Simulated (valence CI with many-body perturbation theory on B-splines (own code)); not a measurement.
## E1 transitions of Ta66+

Method: valence CI with perturbative core correlation (CI+MBPT): five valence electrons over a frozen Dirac-Fock core [He], radial functions for each j: 11 s, 11 p, 10 d, 8 f, 5 g, 2 h, with the one-electron correlation potential Σ1, the two-electron term Σ2, the three-electron term Σ3, Breit, model QED; selected CI, second order for the rest, scaled by the run's own slope (own B-spline code, finite nucleus).

The last digits are not significant, and no measured levels were compared; by estimate large intervals hold to a few tenths of a per cent, small ones and those within an open d or f shell to about a per cent. Among the levels kept, up to 7400 cm⁻¹ of a level comes from second order outside the variational space, and about a tenth of that is noise between levels of different J, which matters for small intervals.

Lines 51 to 100 of 600 in falling wavelength, among levels below 12508 eV, chosen from the strongest by gf and those to the six lowest levels. Wavelengths and rates use the calculated energies. Electric multipoles are in the length gauge, E1 and E2 with the static RPA response of the core. Weak lines are less certain than strong ones. Lines between different terms over intervals too small for the method are left out, as are lines whose strength nearly cancels. The highest levels of a list are the least certain.

Levels are named by their leading jj configuration (3d3/2^4 stands for four electrons in 3d with j = 3/2), which in mixed levels can hold well under half, so a name can repeat and another be missing. Letters in brackets count levels of one name in rising energy.

```
λ vac (Å)                               Upper                               Lower   A (s⁻¹)  S (a.u.)
    37.89       (2p1/2^2 2p3/2^2 3p3/2) J=7/2  (2s 2p1/2 2p3/2^2 3p3/2) J=5/2 [b]  9.31e+10  2.00e-02
    36.57          (2s 2p1/2^2 2p3/2^2) J=5/2          (2s^2 2p1/2 2p3/2^2) J=3/2  3.06e+10  4.44e-03
    33.62          (2s 2p1/2^2 2p3/2^2) J=1/2          (2s^2 2p1/2 2p3/2^2) J=1/2  6.94e+10  2.60e-03
    31.62       (2p1/2^2 2p3/2^2 3p3/2) J=1/2  (2s 2p1/2 2p3/2^2 3p3/2) J=3/2 [b]  2.93e+11  9.16e-03
    29.88       (2p1/2^2 2p3/2^2 3p3/2) J=5/2  (2s 2p1/2 2p3/2^2 3p3/2) J=7/2 [b]  1.09e+11  8.63e-03
    29.76       (2p1/2^2 2p3/2^2 3p3/2) J=7/2      (2s 2p1/2 2p3/2^2 3p3/2) J=9/2  1.11e+11  1.15e-02
    29.42          (2s 2p1/2^2 2p3/2^2) J=3/2          (2s^2 2p1/2 2p3/2^2) J=5/2  7.99e+10  4.01e-03
    28.17       (2p1/2^2 2p3/2^2 3p3/2) J=3/2  (2s 2p1/2 2p3/2^2 3p3/2) J=3/2 [b]  1.73e+11  7.64e-03
    27.89          (2s 2p1/2^2 2p3/2^2) J=3/2          (2s^2 2p1/2 2p3/2^2) J=3/2  2.58e+10  1.10e-03
    26.86  (2s 2p1/2 2p3/2^2 3d3/2) J=3/2 [e]  (2s 2p1/2 2p3/2^2 3p1/2) J=1/2 [c]  2.10e+11  8.05e-03
    26.81  (2s 2p1/2 2p3/2^2 3p3/2) J=3/2 [a]     (2s 2p1/2 2p3/2^2 3s) J=5/2 [b]  1.98e+11  7.52e-03
    26.68  (2s 2p1/2 2p3/2^2 3d3/2) J=7/2 [b]  (2s 2p1/2 2p3/2^2 3p1/2) J=5/2 [b]  3.38e+11  2.53e-02
    26.62  (2s^2 2p1/2 2p3/2 3d3/2) J=5/2 [b]  (2s^2 2p1/2 2p3/2 3p1/2) J=3/2 [b]  4.40e+11  2.46e-02
    26.60  (2s 2p1/2 2p3/2^2 3d3/2) J=5/2 [f]  (2s 2p1/2 2p3/2^2 3p1/2) J=3/2 [d]  4.65e+11  2.60e-02
    26.60      (2s^2 2p3/2^2 3d5/2) J=5/2 [a]     (2s 2p1/2 2p3/2^2 3s) J=3/2 [a]  2.52e+11  1.40e-02
    26.47  (2s 2p1/2 2p3/2^2 3p3/2) J=7/2 [b]     (2s 2p1/2 2p3/2^2 3s) J=5/2 [b]  4.45e+11  3.26e-02
    26.39  (2s 2p1/2 2p3/2^2 3d3/2) J=5/2 [b]  (2s 2p1/2 2p3/2^2 3p1/2) J=5/2 [b]  5.67e+11  3.09e-02
    26.30  (2s 2p1/2 2p3/2^2 3d3/2) J=3/2 [f]  (2s 2p1/2 2p3/2^2 3p1/2) J=3/2 [d]  3.80e+11  1.36e-02
    26.29  (2s^2 2p1/2 2p3/2 3d3/2) J=3/2 [b]  (2s^2 2p1/2 2p3/2 3p1/2) J=3/2 [b]  5.16e+11  1.85e-02
    26.21      (2s^2 2p3/2^2 3d5/2) J=5/2 [b]     (2s 2p1/2 2p3/2^2 3s) J=3/2 [a]  2.36e+11  1.26e-02
    26.15  (2s 2p1/2 2p3/2^2 3p3/2) J=3/2 [e]     (2s 2p1/2 2p3/2^2 3s) J=1/2 [c]  4.85e+11  1.71e-02
    26.12  (2s 2p1/2 2p3/2^2 3p3/2) J=1/2 [a]     (2s 2p1/2 2p3/2^2 3s) J=3/2 [a]  1.11e+12  1.95e-02
    26.10  (2s^2 2p1/2 2p3/2 3d3/2) J=5/2 [a]      (2s^2 2p1/2 2p3/2 3p1/2) J=5/2  1.42e+11  7.48e-03
    26.05  (2s^2 2p1/2 2p3/2 3p3/2) J=3/2 [a]     (2s^2 2p1/2 2p3/2 3s) J=3/2 [b]  4.64e+11  1.62e-02
    26.02  (2s 2p1/2 2p3/2^2 3d3/2) J=1/2 [d]  (2s 2p1/2 2p3/2^2 3p1/2) J=1/2 [c]  5.83e+11  1.01e-02
    25.99  (2s 2p1/2^2 2p3/2 3p3/2) J=3/2 [a]     (2s 2p1/2^2 2p3/2 3s) J=3/2 [a]  8.75e+11  3.03e-02
    25.98  (2s 2p1/2 2p3/2^2 3d3/2) J=3/2 [b]  (2s 2p1/2 2p3/2^2 3p1/2) J=5/2 [b]  8.07e+11  2.79e-02
    25.91  (2s 2p1/2 2p3/2^2 3p3/2) J=5/2 [b]     (2s 2p1/2 2p3/2^2 3s) J=3/2 [d]  2.58e+11  1.33e-02
    25.82  (2s 2p1/2 2p3/2^2 3p3/2) J=1/2 [c]     (2s 2p1/2 2p3/2^2 3s) J=1/2 [c]  1.00e+12  1.70e-02
    25.81          (2s^2 2p3/2^2 3p3/2) J=5/2             (2s^2 2p3/2^2 3s) J=3/2  5.81e+11  2.96e-02
    25.81  (2s 2p1/2 2p3/2^2 3p3/2) J=7/2 [c]     (2s 2p1/2 2p3/2^2 3s) J=5/2 [c]  1.15e+12  7.78e-02
    25.80  (2s 2p1/2^2 2p3/2 3d3/2) J=3/2 [b]  (2s 2p1/2^2 2p3/2 3p1/2) J=3/2 [b]  2.97e+11  1.01e-02
    25.76  (2s^2 2p1/2 2p3/2 3d3/2) J=1/2 [b]  (2s^2 2p1/2 2p3/2 3p1/2) J=3/2 [b]  6.65e+11  1.12e-02
    25.75          (2s^2 2p3/2^2 3p3/2) J=1/2             (2s^2 2p3/2^2 3s) J=3/2  1.22e+12  2.06e-02
    25.75       (2p1/2^2 2p3/2^2 3p3/2) J=5/2          (2p1/2^2 2p3/2^2 3s) J=3/2  4.42e+11  2.24e-02
    25.73  (2s 2p1/2^2 2p3/2 3d3/2) J=5/2 [a]      (2s 2p1/2^2 2p3/2 3p1/2) J=5/2  4.40e+11  2.22e-02
    25.72  (2s 2p1/2^2 2p3/2 3d3/2) J=3/2 [b]      (2s 2p1/2^2 2p3/2 3p1/2) J=1/2  3.96e+11  1.33e-02
    25.71  (2s 2p1/2 2p3/2^2 3d3/2) J=5/2 [d]  (2s 2p1/2 2p3/2^2 3p1/2) J=3/2 [c]  1.78e+11  8.98e-03
    25.69  (2s 2p1/2^2 2p3/2 3d3/2) J=5/2 [a]  (2s 2p1/2^2 2p3/2 3p1/2) J=3/2 [a]  3.82e+11  1.92e-02
    25.69       (2p1/2^2 2p3/2^2 3p3/2) J=1/2          (2p1/2^2 2p3/2^2 3s) J=3/2  8.74e+11  1.46e-02
    25.68  (2s 2p1/2 2p3/2^2 3d3/2) J=5/2 [a]  (2s 2p1/2 2p3/2^2 3p1/2) J=5/2 [a]  4.72e+11  2.37e-02
    25.53  (2s 2p1/2 2p3/2^2 3d3/2) J=3/2 [c]  (2s 2p1/2 2p3/2^2 3p1/2) J=1/2 [a]  6.91e+11  2.27e-02
    25.50  (2s 2p1/2^2 2p3/2 3p3/2) J=5/2 [b]     (2s 2p1/2^2 2p3/2 3s) J=3/2 [b]  1.10e+12  5.38e-02
    25.49  (2s 2p1/2 2p3/2^2 3p3/2) J=5/2 [b]     (2s 2p1/2 2p3/2^2 3s) J=3/2 [b]  9.03e+11  4.43e-02
    25.48  (2s 2p1/2 2p3/2^2 3d3/2) J=7/2 [c]  (2s 2p1/2 2p3/2^2 3p1/2) J=5/2 [c]  7.95e+11  5.19e-02
    25.47          (2s^2 2p3/2^2 3d3/2) J=5/2          (2s^2 2p3/2^2 3p1/2) J=5/2  4.54e+11  2.22e-02
    25.47  (2s 2p1/2 2p3/2^2 3d3/2) J=5/2 [c]  (2s 2p1/2 2p3/2^2 3p1/2) J=3/2 [b]  3.87e+11  1.89e-02
    25.46  (2s^2 2p1/2 2p3/2 3d3/2) J=3/2 [a]  (2s^2 2p1/2 2p3/2 3p1/2) J=3/2 [a]  3.36e+11  1.09e-02
    25.46      (2s^2 2p3/2^2 3d3/2) J=3/2 [a]          (2s^2 2p3/2^2 3p1/2) J=3/2  6.72e+11  2.19e-02
    25.44          (2s^2 2p3/2^2 3d3/2) J=7/2          (2s^2 2p3/2^2 3p1/2) J=5/2  8.63e+11  5.61e-02
```
